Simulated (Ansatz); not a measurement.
Ansatz (an electronic-structure program) input (MP2/STO-3G):

Ansatz 0.2 input:
```yaml
crystal:
  periodic: [false, false, false]
  atoms:
    - {symbol: Cl, position_ang: [2.11238200, -1.48098100, -0.17882100]}
    - {symbol: Si, position_ang: [1.28504200, 0.52473500, 0.48185700]}
    - {symbol: Si, position_ang: [-0.87509400, -0.23788400, -0.14988200]}
    - {symbol: Cl, position_ang: [-2.38560900, 1.29615200, 0.00395400]}
    - {symbol: H, position_ang: [1.44882100, 1.20214200, -0.88189000]}
    - {symbol: H, position_ang: [-1.11117800, -0.76854900, -1.52850000]}
    - {symbol: H, position_ang: [-1.43206200, -1.30742100, 0.73547900]}
basis:
  gaussian:
    orbitals: STO-3G
total_charge: -1
magnetization: {spin_polarized: false}
correlation: {method: mp2, electrons: outside_noble_gas}
```

Output:

```
Functional definition: HF
integrals: 0.00 GiB planned
425 factors; integrals over basis functions are off by at most 3.4e-5 eV
mean field: 0.14 GiB planned
mean field evaluation 1: about -40329.4768 eV, gradient 1.5e1 eV
mean field evaluation 2: about -40329.5323 eV, gradient 1.5e1 eV
mean field evaluation 4: about -40330.8523 eV, gradient 8.2e-1 eV
mean field evaluation 8: about -40330.8581 eV, gradient 9.1e-7 eV
mean field -40330.85807460 eV, -1482.1316970040 hartree, gradient 2.3e-6 eV, S^2 0.000000; 0 other end points of the search recorded, 0 dependent functions left out
20 core orbitals not correlated
reference -40330.85807460 eV, -1482.1316970040 hartree; 13, 13 occupied and 6, 6 virtual orbitals, 425 factors
second order -1.93218695 eV of doubles, -0.00000000 eV of singles
Total energy: -40332.79026155 eV, -1482.2027035648 hartree
```

The dipole moment of an ion depends on the origin.

The geometry given is a B3LYP-D3(BJ)/def2-TZVP minimum.
